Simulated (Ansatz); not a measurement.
Ansatz (a program for electronic structure) input (CCSD(T)/aug-cc-pV(D+d)Z):
A basis named .json is the Basis Set Exchange file of that set.

Ansatz 0.2 input:
```yaml
crystal:
  periodic: [false, false, false]
  atoms:
    - {symbol: Si, position_ang: [0.00107769, -0.00268426, 0.49256016]}
    - {symbol: F, position_ang: [1.11248875, -0.75428203, -0.38966015]}
    - {symbol: F, position_ang: [-1.11416515, 0.75845754, -0.37654454]}
basis:
  gaussian:
    orbitals: aug-cc-pV_D+d_Z.json
magnetization: {spin_polarized: true, initial_magnetization: 2}
correlation: {method: ccsd_t, electrons: outside_noble_gas}
output: {forces: true}
```

End of the output:

```
mean field evaluation 4: about -13275.0240 eV, gradient 2.8e0 eV
mean field evaluation 8: about -13275.1688 eV, gradient 1.7e-1 eV
mean field evaluation 16: about -13274.2770 eV, gradient 1.4e1 eV
mean field evaluation 32: about -13271.3307 eV, gradient 8.2e-2 eV
mean field -13275.16928501 eV, -487.8534729911 hartree, gradient 2.8e-6 eV, S^2 2.002610; 0 other end points of the search recorded, 0 dependent functions left out
7 core orbitals not correlated
reference -13275.16928501 eV, -487.8534729911 hartree; 10, 8 occupied and 61, 63 virtual orbitals, 766 factors
densities: 0.57 GiB planned
second order -12.73194765 eV of doubles, -0.00000000 eV of singles
coupled cluster: 0.41 GiB planned
cycle   1  -12.52904385 eV  change    2.0e-1 eV  update   9.5e-2
cycle   2  -12.82346355 eV  change   -2.9e-1 eV  update   2.9e-2
cycle   3  -12.91016429 eV  change   -8.7e-2 eV  update   1.7e-2
cycle   4  -12.90524523 eV  change    4.9e-3 eV  update   4.2e-3
cycle   5  -12.90198381 eV  change    3.3e-3 eV  update   2.1e-3
cycle   6  -12.90338432 eV  change   -1.4e-3 eV  update   7.5e-4
cycle   7  -12.90366479 eV  change   -2.8e-4 eV  update   3.1e-4
cycle   8  -12.90359765 eV  change    6.7e-5 eV  update   1.2e-4
cycle   9  -12.90361666 eV  change   -1.9e-5 eV  update   5.2e-5
cycle  10  -12.90361381 eV  change    2.9e-6 eV  update   1.7e-5
cycle  11  -12.90361111 eV  change    2.7e-6 eV  update   7.3e-6
cycle  12  -12.90361553 eV  change   -4.4e-6 eV  update   2.6e-6
cycle  13  -12.90361530 eV  change    2.3e-7 eV  update   8.8e-7
perturbative correction -0.31760104 eV, -0.0116716230 hartree
the calculation of the forces begins
Total energy: -13288.39050135 eV, -488.3393437300 hartree
Atom 0 at     0.001078    -0.002684     0.492560 Å, force     0.002330    -0.005803     1.064877 eV/Å
Atom 1 at     1.112489    -0.754282    -0.389660 Å, force     0.616176    -0.416506    -0.536075 eV/Å
Atom 2 at    -1.114165     0.758458    -0.376545 Å, force    -0.618506     0.422309    -0.528802 eV/Å
Dipole moment:     0.000582    -0.001448     0.265789 e Å
```

This is an excited triplet: at this geometry the singlet lies 3.07 eV lower at RI-MP2/CBS(aug-cc-pV(T+d)Z,aug-cc-pV(Q+d)Z)+[CCSD(T)-MP2]/aug-cc-pV(T+d)Z.
